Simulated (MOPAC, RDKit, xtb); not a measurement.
Dimer: H2O (SMILES O) (first 3 atoms) with CH2O (SMILES C=O); geometry from B3LYP-D3(BJ)/def2-TZVP, rigid monomers moved along the line of their centres of mass till H2···O5 is 2.28 Å.
(charge 0, multiplicity 1):
```
atom    x (Å)    y (Å)    z (Å)
----  -------  -------  -------
O      0.2747  -0.1146   0.5396
H     -0.4627  -0.4410   1.0783
H     -0.0426  -0.1115  -0.3678
C     -0.4484  -0.3786   3.8625
O     -1.3273  -0.8027   3.1571
H      0.4718   0.0589   3.4399
H     -0.5309  -0.4117   4.9636
```

Counterpoise-corrected where a basis set is named; no monomer relaxation. RDKit's UFF carries no charges.

The state that PM3, PM6 reach isn't checked.

Codes used: MOPAC for PM3, PM6 (differences of heats of formation); RDKit for the force fields; xtb for the GFN methods. Each number belongs to the level named beside it.

**Question.** One of these levels gives -19.0 kJ/mol for the interaction energy. Name it.
(A) PM3
(B) GFN-FF
(C) UFF
(D) PM6

**Answer.** B, GFN-FF. The others give 8.4 (UFF), -5.8 (PM3), -15.1 (PM6)
